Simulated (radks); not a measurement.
The numbers below are computed, except where a source is named.
The molybdenum ion Mo2+ inside a hard spherical wall (all orbitals vanish at R), configuration held at [Kr] 4d4 and not refilled when levels cross. Level of theory: scalar-relativistic Kohn-Sham, PBE, spin-unpolarised, spherical densities, finite nucleus; Fermi nuclear charge, rms radius 4.4091 fm (a radial shooting solver on a logarithmic mesh with Libxc functionals). Eigenvalues in eV, with the zero of energy where the potential of the charges vanishes at infinity; a dash marks a level that is unbound or too diffuse for the functional's potential to be trusted. A positive occupied level is held by the wall or, in an anion where self-interaction has pushed it up, behind a barrier. The pressure on the wall is -dE/dV.

| R (bohr) | E (hartree) | kinetic (hartree) | e(3d) | e(4s) | e(4p) | e(4d) | e(5s, empty) | e(5p, empty) | pressure (GPa) |
|---|---|---|---|---|---|---|---|---|---|
| free | -4047.74092 | 4173.486 | -239.60 | -82.752 | -56.751 | -20.827 | -17.702 | -12.688 | 0 |
| 7 | -4047.74069 | 4173.489 | -239.58 | -82.736 | -56.735 | -20.812 | -17.646 | -12.461 | 0.0227 |
| 5 | -4047.72887 | 4173.586 | -239.10 | -82.319 | -56.339 | -20.413 | -16.415 | -10.019 | 2.14 |
| 4 | -4047.66150 | 4173.996 | -237.51 | -80.997 | -55.088 | -18.995 | -12.279 | -3.791 | 22.0 |
| 3.5 | -4047.53302 | 4174.688 | -235.41 | -79.360 | -53.521 | -17.026 | -6.522 | 3.969 | 78.2 |
| 2 | -4041.30229 | 4201.909 | -196.73 | -50.098 | -21.645 | 24.665 | 112.15 | 137.25 | 10200 |
| 1.5 | -4020.49662 | 4272.847 | -137.93 | 14.448 | 50.363 | 109.03 | 340.11 | 371.91 | 87600 |
